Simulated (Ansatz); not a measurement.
Ansatz (a program for electronic structure) input:

Ansatz 0.2 input:
```yaml
crystal:
  periodic: [false, false, false]
  atoms:
    - {symbol: Y, position_ang: [-0.05165255, 0.09391166, 0.22549220]}
    - {symbol: F, position_ang: [-1.59608398, -1.15803817, -0.28261149]}
    - {symbol: F, position_ang: [0.09623841, 1.67458215, -1.07467136]}
    - {symbol: F, position_ang: [1.72367328, -0.92349452, 0.38014998]}
basis:
  gaussian:
    orbitals: def2-TZVPP
total_charge: -1
magnetization: {spin_polarized: true, initial_magnetization: 1}
correlation: {method: ccsd_t, electrons: outside_noble_gas}
```

**Question.** Predict the final energy.

**Answer.** -337.49374 Eh (CCSD(T)/def2-TZVPP). The basis has 149 functions.

The spin state was set by rule; other spins were not relaxed.
